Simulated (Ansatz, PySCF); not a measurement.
F2Sc (SMILES [F][Sc+][F]), charge +1, singlet, geometry from GFN2-xTB (such geometries of metal compounds can be far from the true shape) (the multiplicity is a formal guess). Base run: REVPBE/6-31G** (PySCF).

Input for PySCF:
```python
from pyscf import gto, scf, dft

mol = gto.Mole()
mol.atom = '''
    Sc    0.28637598    0.13181402    0.09608983
    F    -0.53787985    1.05786481   -1.16690985
    F    -0.13033078   -1.36543086    0.94270025
'''
mol.basis = '6-31g**'
mol.charge = 1
mol.verbose = 4
mol.build()

mf = dft.RKS(mol)
mf.xc = 'revpbe'
mf.kernel()
```

The same geometry, method and basis name were run in Ansatz (a program for electronic structure) and PySCF, at each program's defaults and at the settings that a row names. The base is PySCF at its defaults. Differences at the defaults can come from grids, fitting, cores and function types together.

```tsv
code and settings	ΔE vs base (mEh)	basis functions	E (Eh)	SCF cycles
PySCF, defaults (exact integrals, its default grid, spherical functions)	0.000	62	-960.05053	9
Ansatz, defaults (factorised integrals, its default grid, Cartesian functions)	-5.183	66	-960.05572	-
PySCF, density fitting with def2-universal-jkfit	?	62	?	9
PySCF, fine grid	0.035	62	-960.05050	8
Ansatz, high accuracy, Cartesian functions as the basis file defines them	-5.184	66	-960.05572	-
```

**Question.** Complete the blanks.

**Answer.** 
- PySCF, density fitting with def2-universal-jkfit, ΔE vs base (mEh): -0.053
- PySCF, density fitting with def2-universal-jkfit, E (Eh): -960.05059
